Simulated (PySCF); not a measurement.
Electron correlation in As (arsenic, neutral)

[Ar] 3d10 4s1 4p3 4d1, high-spin 6D determinant (an excited configuration). All numbers are calculated (PySCF 2.14, the spin-free X2C one-electron Hamiltonian (Gaussian nucleus), in aug-cc-pVTZ-DK (7s6p4d2f, 59 functions)). Frozen: [Ar] 3d10; 5 electrons correlated.

```tsv
level	correlation energy (mhartree)
CCSD	-32.69
(T)	-0.48
CCSD(T)	-33.17
```

Diagnostics: T1 = 0.0029, D1 = 0.0043, largest double amplitude 0.026.

Problem. Is a single reference adequate?

Solution. Yes, within this model without spin-orbit coupling: T1 lies below 0.03 and no double amplitude reaches 0.07.
